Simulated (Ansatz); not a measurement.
`C[O][Ge][SH]` + `CO[SiH](N)[SiH3]` → `C[O][Ge][O]C` + `N[SiH]([SiH3])S`  (redistribution)

Gas-phase electronic energies from Ansatz, PBE0-D4/def2-TZVP geometries. CBS: MP2 limit from def2 TZ/QZ plus the TZ coupled-cluster correction, frozen cores. DFT in def2-TZVPP. B3LYP here is the variant with VWN-RPA as its local correlation; programs differ in this. For Ge outer-core shells are correlated without core-valence functions, which leaves a few kJ/mol of doubt a bond. Scalar relativity is left out up to krypton. One conformer a species, not always the lowest.

`C[O][Ge][SH]`:

```xyz
8

C    -0.234    0.082    0.990
O     1.088   -0.164    0.589
Ge    1.807   -0.356   -1.028
S     0.030   -0.107   -2.414
H    -0.607    1.034    0.595
H    -0.911   -0.719    0.671
H    -0.257    0.133    2.081
H    -0.916    0.096   -1.483
```

`CO[SiH](N)[SiH3]`:

Cartesian coordinates in Å:
```
C 1.295 -1.204 1.085
O 1.190 0.196 1.016
Si -0.052 0.968 0.252
N -1.612 0.745 0.916
Si -0.220 0.253 -1.981
H 2.236 -1.456 1.577
H 0.473 -1.641 1.663
H 1.298 -1.661 0.087
H 0.312 2.397 0.398
H -2.206 -0.023 0.654
H -1.896 1.162 1.787
H -0.864 1.303 -2.815
H 1.110 -0.065 -2.568
H -1.063 -0.976 -2.071
```

`C[O][Ge][O]C`:

Z-matrix (Å, degrees):
```
C
O 1 1.411
H 1 1.092 2 112.2
H 1 1.094 2 109.1 3 121.0
H 1 1.094 2 109.2 3 -121.0
Ge 2 1.770 1 128.4 3 1.7
O 6 1.795 2 98.0 1 0.1
C 7 1.406 6 121.5 2 -179.9
H 8 1.094 7 109.8 6 -120.2
H 8 1.094 7 109.8 6 120.8
H 8 1.099 7 112.9 6 0.3
```

`N[SiH]([SiH3])S`:

```xyz
11

N     1.482   -0.362    1.190
Si   -0.100    0.096    0.722
Si   -0.149    0.652   -1.550
S    -1.490   -1.531    1.025
H     1.977   -1.084    0.691
H     1.750   -0.335    2.160
H    -0.475    1.243    1.591
H    -1.561    0.783   -2.003
H     0.497   -0.437   -2.334
H     0.563    1.930   -1.828
H    -2.492   -0.957    0.337
```

| level | ΔE (kJ/mol) | difference from CCSD(T)/CBS |
| --- | --- | --- |
| PBE-D4 | 38.0 | 0.0 |
| r2SCAN-D4 | 39.9 | 1.9 |
| PBE0-D4 | 39.3 | 1.3 |
| B3LYP-D4 | 43.5 | 5.5 |
| ωB97X-V | 35.3 | -2.7 |
| ωB97M-V | 39.6 | 1.6 |
| B2PLYP | 38.8 | 0.8 |
| PBE | 36.4 | -1.6 |
| r2SCAN | 39.4 | 1.4 |
| PBE0 | 37.9 | -0.1 |
| B3LYP | 41.1 | 3.1 |
| HF/def2-TZVPP | 42.4 | 4.4 |
| MP2/def2-TZVPP | 35.2 | -2.8 |
| SCS-MP2/def2-TZVPP | 35.2 | -2.8 |
| CCSD/def2-TZVPP | 38.2 | 0.2 |
| CCSD(T)/def2-TZVPP | 37.9 | -0.1 |
| HF/def2-QZVPP | 42.6 | 4.6 |
| MP2/def2-QZVPP | 35.4 | -2.6 |
| SCS-MP2/def2-QZVPP | 35.3 | -2.7 |
| HF/CBS(def2) | 42.6 | 4.6 |
| MP2/CBS(def2) | 35.4 | -2.6 |
| CCSD/CBS(def2) | 38.3 | 0.3 |
| CCSD(T)/CBS | 38.0 | 0 |

Largest T1 diagnostic among the species: 0.015.

In def2-TZVPP, CCSD(T) changes the Hartree–Fock value by −4.5 kJ/mol (the triples alone add −0.3 kJ/mol) and MP2 by −7.2 kJ/mol.
